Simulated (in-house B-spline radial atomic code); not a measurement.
Results of a calculation; reference values are marked as such.
## Making a Troullier-Martins s channel for Rh, r_c = 2.07 bohr

Rh, [Kr] 4d8 5s1, non-relativistic PBE, spherical and spin-unpolarised, from a B-spline radial code for spherical atoms (atomic units). The all-electron 5s level is ε = -0.144591 hartree, its outermost node lies just inside 1.24 bohr and its outer maximum at 2.76 bohr.

Inside r_c the pseudo-orbital is u(r) = r^1 exp(p(r)), with p = c0 + c2 r² + c4 r⁴ + … + c12 r¹². The seven coefficients follow from p and its first four derivatives at r_c, from zero curvature of the screened potential at the origin, c4 = −c2²/(2l + 5), and from the norm inside r_c. At r_c the all-electron orbital has P = 0.4998497, P' = 0.2987869, the screened potential V = -0.7610711, V' = 0.9534461, V'' = -1.790723, and the norm inside is Q = 0.1193029.

What are p, p' and p'' at r_c?

p = ln(P/r_c^1) = ln(0.4998497/2.07) = -1.42100. p' = P'/P − 1/r_c = 0.59775 − 0.48309 = 0.11466. The radial equation gives p'' = 2(V − ε) − 2(1) p'/r_c − p'² = -1.23296 − (0.11078) − 0.01315 = -1.35689. Differentiating, p''' = 2V' + 2(1)p'/r_c² − 2(1)p''/r_c − 2p'p'' = 3.5826, and p'''' = 2V'' − 4(1)p'/r_c³ + 4(1)p''/r_c² − 2(1)p'''/r_c − 2p''² − 2p'p''' = -12.865.

For a trial c2 the five matching conditions are linear in c0, c6, c8, c10 and c12, and c2 is varied until the norm inside r_c equals Q. The root nearest zero gives:

| n | c_n |
| --- | --- |
| 0 | -1.67353 |
| 2 | -0.2850778 |
| 4 | -0.01625387 |
| 6 | 0.1678729 |
| 8 | -0.06875289 |
| 10 | 0.01068269 |
| 12 | -0.0005959111 |

Check c4 and p(r_c), and find the screened pseudopotential at the origin.

−c2²/5 = -0.0162539, as listed. The terms c_n r_c^n are -1.67353, -1.22153, -0.29843, 13.20696, -23.17681, 15.43064, -3.68829, which sum to -1.42100. Inverting the radial equation, V_l(r) = ε + 1 p'/r + (p'' + p'²)/2, so V_l(0) = ε + (2l + 3) c2 = -0.144591 + 3 × (-0.285078) = -0.9998 hartree, finite where the all-electron potential diverges.

Orbitals and screened potentials:

```csv
r (bohr),P,u,V all-electron,V pseudo
0.207,0.07463,0.03836,-104.8,-0.9935
0.518,-0.07129,0.09017,-20.98,-0.7975
0.828,-0.2547,0.132,-7.982,-0.09904
1.138,-0.07489,0.1767,-3.737,0.8182
1.449,0.1773,0.254,-1.975,1.004
1.759,0.3743,0.3796,-1.171,-0.2194
2.07,0.4998,0.4998,-0.7611,-0.7611
```

Logarithmic derivatives P'/P at R = 2.37 bohr, for energies E around ε:

```
E − ε (hartree)  all-electron     pseudo
           -0.5      0.798216   0.782526
          -0.25      0.544108   0.538909
           -0.1      0.372402   0.371389
              0      0.247843   0.247843
            0.1       0.11368   0.112308
           0.25     -0.109305  -0.120457
            0.5     -0.559162  -0.635008
```

With P(R) = 0.5643688 and a norm of 0.2056215 inside R, what slope in energy does norm conservation fix?

d(P'/P)/dE = −2 × (norm inside R)/P(R)² = -1.2911 per hartree·bohr at E = ε, for both atoms, since orbital and norm agree at R. Differences over ±0.1 hartree give -1.2936 (all-electron) and -1.2954 (pseudo), which also hold third-order terms. Half a hartree below ε the two curves differ by -0.0157.
